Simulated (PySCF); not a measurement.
**Sr: excitation energy**

Sr [Kr] 5s2 (1S) → Sr [Kr] 5s1 5p1 (3P), as a difference of total energies. Computed with PySCF 2.14 in x2c-TZVPPall, with the spin-free X2C one-electron Hamiltonian (Gaussian nucleus). Correlated levels: valence: [Kr] frozen. The calculations carry no spin-orbit coupling.

```csv
method,excitation energy (eV)
UHF,0.980
MP2 (valence),1.437
SCS-MP2 (valence),1.565
CCSD (valence),1.578
```

Problem. How much does correlation contribute at MP2 (valence)?

Solution. 1.437 − (0.980) = 0.457 eV, measured against UHF.

Errors of the correlated levels include the incompleteness of this basis and the frozen core.

The basis was made for the ground configuration and has no added diffuse functions, so the excitation energy can come out too high.

With two correlated electrons CCSD is exact in that space.

For comparison: 1.823 eV (measured; NIST levels, between the centres of gravity of the two terms).
